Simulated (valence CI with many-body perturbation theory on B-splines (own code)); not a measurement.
## E1 transitions of Sc¹⁴⁺

Method: valence CI with perturbative core correlation (CI+MBPT): five valence electrons over a frozen Dirac-Fock core [He], radial functions for each j: 11 s, 11 p, 10 d, 8 f, 5 g, 2 h, with the one-electron correlation potential Σ1, the two-electron term Σ2, the three-electron term Σ3, Breit, model QED; selected CI, second order for the rest, scaled by the run's own slope (own B-spline code, finite nucleus).

No measured levels were compared; by estimate levels of excited configurations hold to 0.05 to 0.15 % of their energy, terms of the ground configuration to about 0.5 %. Among the levels kept, up to 5500 cm⁻¹ of a level comes from second order outside the variational space, and about a tenth of that is noise between levels of different J, which matters for small intervals.

Lines 1 to 50 of 568 in falling wavelength, among levels below 668.68 eV, chosen from the strongest by gf and those to the six lowest levels. Wavelengths and rates use the calculated energies, so an error of 500 cm⁻¹ moves a line at 76.09 nm by 0.38 % and its rate by three times that or more. Electric multipoles are in the length gauge, E1 and E2 with the static RPA response of the core. Weak lines are less certain than strong ones. Lines between different terms over intervals too small for the method are left out, as are lines whose strength nearly cancels. Where a level lies close to another of its J and parity, the split of strength between their lines is uncertain. The highest levels of a list are the least certain.

Names give the largest LS component (configuration and term), which can be under half, so a name can repeat, a term be missing and a line seem to break the LS rules; names also repeat where a configuration has a term twice. Letters in brackets count levels of one name in rising energy.

```tsv
λ vac (nm)	Upper	Lower	A (s⁻¹)	S (a.u.) with core polarisation	S without
76.09	2s 2p3 3p 4P_5/2 [a]	2s 2p3 3s 4S°_3/2 [a]	4.84e+08	6.32e-01	6.32e-01
75.99	2s 2p3 3p 2F_7/2 [a]	2s 2p3 3s 2D°_5/2 [a]	7.67e+08	1.33e+00	1.33e+00
75.26	2s 2p3 3p 4P_3/2 [a]	2s 2p3 3s 4S°_3/2 [a]	6.59e+08	5.54e-01	5.55e-01
74.73	2s 2p3 3p 2F_5/2 [a]	2s 2p3 3s 2D°_3/2 [a]	7.67e+08	9.48e-01	9.48e-01
74.03	2s 2p3 3p 4P_1/2 [a]	2s 2p3 3s 4S°_3/2 [a]	6.66e+08	2.67e-01	2.67e-01
68.86	2s 2p3 3d 4D°_7/2 [b]	2s 2p3 3p 4P_5/2 [b]	3.48e+08	4.48e-01	4.48e-01
67.17	2s 2p3 3p 4D_3/2 [a]	2s 2p3 3s 4D°_5/2	4.40e+08	2.63e-01	2.63e-01
67.12	2s 2p3 3p 4D_3/2 [a]	2s 2p3 3s 4D°_3/2	4.72e+08	2.82e-01	2.82e-01
66.91	2s 2p3 3p 2D_3/2 [b]	2s 2p3 3s 2P°_3/2 [a]	7.60e+08	4.49e-01	4.49e-01
66.68	2s2 2p2 3p 4D°_1/2 [a]	2s2 2p2 3s 4P_1/2	7.82e+08	2.29e-01	2.29e-01
66.38	2s 2p3 3p 2P_3/2 [b]	2s 2p3 3s 2P°_1/2 [a]	5.87e+08	3.39e-01	3.39e-01
66.13	2s 2p3 3d 4D°_5/2 [b]	2s 2p3 3p 4P_3/2 [b]	3.75e+08	3.21e-01	3.21e-01
66.05	2s 2p3 3p 2P_3/2 [c]	2s 2p3 3s 4S°_3/2 [b]	5.36e+08	3.05e-01	3.05e-01
65.52	2s 2p3 3p 2D_3/2 [b]	2s 2p3 3s 2P°_1/2 [a]	4.40e+08	2.44e-01	2.44e-01
65.13	2s 2p3 3p 2F_5/2 [b]	2s 2p3 3s 2D°_3/2 [b]	1.22e+09	9.97e-01	9.97e-01
64.81	2s 2p3 3p 4D_5/2 [a]	2s 2p3 3s 4D°_5/2	1.04e+09	8.41e-01	8.42e-01
64.15	2s 2p3 3p 4D_7/2 [a]	2s 2p3 3s 4D°_7/2	1.22e+09	1.27e+00	1.27e+00
64.11	2s 2p3 3p 2D_5/2 [b]	2s 2p3 3s 2P°_3/2 [a]	1.15e+09	8.95e-01	8.95e-01
62.69	2s 2p3 3p 4F_3/2	2s 2p3 3s 4D°_1/2	7.09e+08	3.45e-01	3.45e-01
62.41	2s 2p3 3d 4P°_5/2 [a]	2s 2p3 3p 4P_5/2 [b]	7.02e+08	5.05e-01	5.05e-01
62.31	2s 2p3 3p 4D_5/2 [b]	2s 2p3 3s 4P°_5/2	4.45e+08	3.19e-01	3.19e-01
62.15	2s2 2p2 3p 2F°_5/2	2s2 2p2 3s 2D_3/2	1.38e+09	9.79e-01	9.80e-01
61.72	2s 2p3 3p 2F_7/2 [b]	2s 2p3 3s 2D°_5/2 [b]	1.57e+09	1.46e+00	1.46e+00
61.49	2s 2p3 3p 4D_1/2 [b]	2s 2p3 3s 4P°_1/2	1.21e+09	2.77e-01	2.77e-01
61.47	2s 2p3 3p 4P_5/2 [d]	2s 2p3 3s 4S°_3/2 [b]	1.36e+09	9.34e-01	9.34e-01
61.44	2s 2p3 3p 4D_3/2 [b]	2s 2p3 3s 4P°_3/2	4.71e+08	2.16e-01	2.16e-01
61.43	2s 2p3 3d 2D°_5/2 [a]	2s 2p3 3p 2D_5/2 [a]	3.79e+08	2.60e-01	2.60e-01
61.34	2s2 2p2 3p 4P°_5/2	2s2 2p2 3s 4P_5/2	1.06e+09	7.27e-01	7.27e-01
61.30	2s2 2p2 3d 2D_5/2 [c]	2s2 2p2 3p 2P°_3/2 [b]	4.24e+08	2.89e-01	2.89e-01
61.15	2s 2p3 3p 6P_3/2	2s 2p3 3s 6S°_5/2	1.63e+09	7.37e-01	7.37e-01
60.93	2s2 2p2 3p 2D°_3/2 [a]	2s2 2p2 3s 2P_1/2	8.10e+08	3.62e-01	3.62e-01
60.79	2s 2p3 3p 4S_3/2	2s 2p3 3s 4P°_3/2	8.78e+08	3.89e-01	3.89e-01
60.69	2s2 2p2 3p 4D°_7/2	2s2 2p2 3s 4P_5/2	1.49e+09	1.31e+00	1.31e+00
60.68	2s 2p3 3p 4P_1/2 [d]	2s 2p3 3s 4S°_3/2 [b]	8.77e+08	1.94e-01	1.94e-01
60.62	2s 2p3 3p 4D_7/2 [b]	2s 2p3 3s 4P°_5/2	1.63e+09	1.44e+00	1.44e+00
60.57	2s 2p3 3p 4D_3/2 [b]	2s 2p3 3s 4P°_1/2	8.84e+08	3.88e-01	3.88e-01
60.39	2s 2p3 3p 4D_5/2 [b]	2s 2p3 3s 4P°_3/2	1.17e+09	7.66e-01	7.66e-01
60.36	2s 2p3 3d 4P°_3/2 [a]	2s 2p3 3p 4P_5/2 [b]	5.49e+08	2.38e-01	2.39e-01
60.27	2s2 2p2 3p 4D°_5/2	2s2 2p2 3s 4P_3/2	1.38e+09	8.92e-01	8.92e-01
60.18	2s 2p3 3d 4F°_9/2 [a]	2s 2p3 3p 4F_9/2	5.35e+08	5.75e-01	5.75e-01
60.09	2s 2p3 3p 4F_5/2	2s 2p3 3s 4D°_3/2	1.66e+09	1.07e+00	1.07e+00
60.07	2s 2p3 3p 6P_5/2	2s 2p3 3s 6S°_5/2	1.70e+09	1.09e+00	1.09e+00
60.05	2s 2p3 3p 4P_3/2 [d]	2s 2p3 3s 4S°_3/2 [b]	7.62e+08	3.26e-01	3.26e-01
59.80	2s 2p3 3p 2P_3/2 [a]	2s 2p3 3s 4D°_1/2	8.08e+08	3.41e-01	3.41e-01
59.79	2s 2p3 3p 2D_5/2 [d]	2s 2p3 3s 2P°_3/2 [b]	1.63e+09	1.03e+00	1.03e+00
59.58	2s2 2p2 3p 4D°_3/2	2s2 2p2 3s 4P_1/2	1.14e+09	4.77e-01	4.77e-01
59.13	2s 2p3 3p 4F_9/2	2s 2p3 3s 4D°_7/2	1.90e+09	1.94e+00	1.94e+00
58.93	2s 2p3 3p 2P_3/2 [e]	2s 2p3 3s 2P°_1/2 [b]	1.45e+09	5.87e-01	5.87e-01
58.89	2s2 2p2 3p 2D°_5/2 [a]	2s2 2p2 3s 2P_3/2	9.80e+08	5.92e-01	5.93e-01
58.74	2s 2p3 3p 4F_7/2	2s 2p3 3s 4D°_5/2	1.73e+09	1.39e+00	1.39e+00
```
